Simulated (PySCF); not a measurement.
C₃H₂O. Atoms are numbered in the order given.

```xyz
6

O      0.0000     0.0000     1.5386
C      0.0000     0.0000     0.3380
C      0.0000     0.6738    -0.9322
C      0.0000    -0.6738    -0.9322
H      0.0000     1.5575    -1.5751
H      0.0000    -1.5575    -1.5751
```
Charge 0, spin multiplicity 1.

The structure is a stationary point at B3LYP-D3(BJ)/def2-SVP.

The numbers are results of PySCF 2.14.0 with TDDFT-PBE/def2-SVPD, not measurements.

Vertical excitations. Gas-phase values at a fixed geometry. State labels are in the subgroup C2v.

```json
[
 {"state": "S1", "symmetry": "B1", "energy (eV)": "3.42", "λ (nm)": "363", "f": "0.000", "main pairs": "HOMO→LUMO 100 %"},
 {"state": "S2", "symmetry": "A2", "energy (eV)": "5.37", "λ (nm)": "231", "f": "0.000", "main pairs": "HOMO→LUMO+1 100 %"},
 {"state": "S3", "symmetry": "B2", "energy (eV)": "5.76", "λ (nm)": "215", "f": "0.001", "main pairs": "HOMO→LUMO+2 58 %, HOMO−1→LUMO 40 %"},
 {"state": "S4", "symmetry": "B2", "energy (eV)": "5.99", "λ (nm)": "207", "f": "0.052", "main pairs": "HOMO−1→LUMO 51 %, HOMO→LUMO+2 41 %"},
 {"state": "S5", "symmetry": "A1", "energy (eV)": "6.46", "λ (nm)": "192", "f": "0.014", "main pairs": "HOMO→LUMO+3 99 %"},
 {"state": "S6", "symmetry": "B2", "energy (eV)": "6.49", "λ (nm)": "191", "f": "0.009", "main pairs": "HOMO→LUMO+4 97 %"},
 {"state": "S7", "symmetry": "A2", "energy (eV)": "7.26", "λ (nm)": "171", "f": "0.000", "main pairs": "HOMO−2→LUMO 100 %"},
 {"state": "S8", "symmetry": "B1", "energy (eV)": "7.81", "λ (nm)": "159", "f": "0.008", "main pairs": "HOMO−1→LUMO+2 100 %"},
 {"state": "S9", "symmetry": "A1", "energy (eV)": "7.98", "λ (nm)": "155", "f": "0.006", "main pairs": "HOMO→LUMO+5 74 %, HOMO−1→LUMO+1 24 %"},
 {"state": "S10", "symmetry": "B2", "energy (eV)": "8.10", "λ (nm)": "153", "f": "0.024", "main pairs": "HOMO→LUMO+6 98 %"},
 {"state": "T1", "symmetry": "B1", "energy (eV)": "3.04", "λ (nm)": "408", "f": "0", "main pairs": "HOMO→LUMO 100 %"},
 {"state": "T2", "symmetry": "B2", "energy (eV)": "4.53", "λ (nm)": "274", "f": "0", "main pairs": "HOMO−1→LUMO 97 %"},
 {"state": "T3", "symmetry": "A2", "energy (eV)": "4.94", "λ (nm)": "251", "f": "0", "main pairs": "HOMO→LUMO+1 100 %"},
 {"state": "T4", "symmetry": "B2", "energy (eV)": "5.70", "λ (nm)": "218", "f": "0", "main pairs": "HOMO→LUMO+2 99 %"}
]
```
Triplets are in the Tamm–Dancoff approximation, which puts them higher than full response would, so one can lie above its singlet here.
